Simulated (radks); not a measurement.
Task: These are the eigenvalues of the occupied orbitals of an atom or ion with whole-number occupations (hartree). Calculated with a radial shooting solver on a logarithmic mesh with Libxc functionals: Dirac Kohn-Sham, LDA (Slater exchange, Perdew-Wang correlation), spin-unpolarised, spherical densities, finite nucleus; Fermi nuclear charge, rms radius of each element as measured or else 0.836 A^(1/3) + 0.57 fm.

orbital  eigenvalue
1s1/2     -1079.802
2s1/2     -212.5444
2p1/2     -202.9200
2p3/2     -195.0392
3s1/2     -78.96785
3p1/2     -75.46731
3p3/2     -73.60122

Which element is it, and in what charge state? The configuration may be excited. Open shells, if any, are shared by 2j + 1.

Result: Z = 49, indium, charge +32: In32+ in [Ne] 3s2 3p5. The list shows which subshells hold electrons but not how many an open one holds; the 1s level, -1079.8 hartree, gives Z - s = 46.5 by -(Z - s)^2/2, which with screening and relativity narrows Z to a few neighbours, and the depths of the outer levels then fix element, charge and occupations together.
